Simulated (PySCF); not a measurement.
## Property card for `[SiH2](OCC(O)=O)OC`

Species: C3H8O4Si.
Z-matrix (Å and degrees, GFN2-xTB geometry), rows numbered from 1:
```
C 
O   1  1.3873
Si  2  1.6222  1  124.94
O   3  1.6234  2   94.99  1  -178.89
C   4  1.3687  3  129.64  2   179.15
C   5  1.5073  4  113.88  3     0.58
O   6  1.1995  5  124.67  4     1.04
O   6  1.3331  5  112.14  4  -179.00
H   1  1.0907  2  108.36  3  -174.64
H   1  1.0931  2  111.16  3   -54.62
H   1  1.0934  2  110.85  3    65.61
H   3  1.4618  2  109.95  1   -61.00
H   3  1.4615  2  109.63  1    63.27
H   5  1.0997  4  109.99  3  -120.44
H   5  1.0999  4  109.92  3   121.43
H   8  0.9720  6  110.54  5   179.91
```

Structural features include: carboxylic acid and Si–H bond.

From GFN2-xTB geometry:

```
Rotational constants A, B, C of the GFN2-xTB geometry : 6.262, 0.789, 0.713 GHz
```

wB97X-D/def2-SVPD ground state and vertical TDDFT (core frozen in the response) (PySCF):

```
Dipole moment                                                     : 2.39 D
HOMO energy                                                       : -9.61 eV
LUMO energy                                                       : 1.44 eV
HOMO–LUMO gap                                                     : 11.05 eV
Lowest singlet excitation                                         : 6.21 eV (200 nm, f = 0.000)
Lowest triplet excitation (Tamm–Dancoff)                          : 5.73 eV
Static isotropic polarisability                                   : 75.1 au
Electronic spatial extent ⟨r²⟩ about the centre of nuclear charge : 1543 bohr²
```

Monoisotopic mass (most abundant isotopes): 136.0192 u.

The principal polarisabilities are 60.9, 70.7 and 93.8 au; their mean is the isotropic value. The vertical singlet–triplet gap S1 − T1 is 0.48 eV (TDDFT singlet less Tamm–Dancoff triplet). The polarisability is 11.13 Å³ as a volume (1 au = 0.148185 Å³), or 1.04 au for each of the 72 electrons. No computed singlet falls in the visible range (750 to 380 nm, 1.65 to 3.26 eV); S1 lies 2.95 eV above its blue end.

Isolated species at its GFN2-xTB geometry (one conformer only).

For the TDDFT job (wB97X-D/def2-SVPD), hardware: Intel Xeon at 2.70 GHz, one thread, no GPU, shared host. Cost: 2.8 min (with the writing of density and orbital grids), 1.0 GiB resident at most.
